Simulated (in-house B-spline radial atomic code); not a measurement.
RPA and G0W0 for neutral strontium, [Kr] 5s2, as one setting changes: the share of exact exchange in the PBE hybrid start. A dash marks a level of low quasi-particle weight. Computed with an all-electron radial atomic-structure program (B-spline basis): all electrons, scalar-relativistic (spin-free one-electron X2C), finite nucleus, each spin shell either full or empty, empty states to l = 9 with an (l + 1/2)⁻⁴ tail; G0W0 by contour deformation at full frequency.

```
share of exact exchange in the PBE hybrid start  mean-field level (eV)  G0W0 level (eV)  RPA correlation (Eh)
                                              0                 -3.525                -               -2.7877
                                            0.1                 -3.735                -               -2.7553
                                            0.2                 -3.944        5s -5.823               -2.7247
                                            0.3                      ?                ?                     ?
                                            0.4                 -4.358        5s -5.846                -2.668
                                            0.5                 -4.562        5s -5.845               -2.6415
                                            0.6                      ?                ?                     ?
                                            0.7                 -4.967        5s -5.833               -2.5914
                                            0.8                 -5.167        5s -5.824               -2.5676
                                            0.9                 -5.366        5s -5.813               -2.5446
                                              1                 -5.563        5s -5.802               -2.5224
```

What belongs in the row for 0.6?

mean-field level (eV): -4.765; G0W0 level (eV): 5s -5.841; RPA correlation (Eh): -2.6159.

What belongs in the row for 0.3?

mean-field level (eV): -4.152; G0W0 level (eV): 5s -5.839; RPA correlation (Eh): -2.6957.
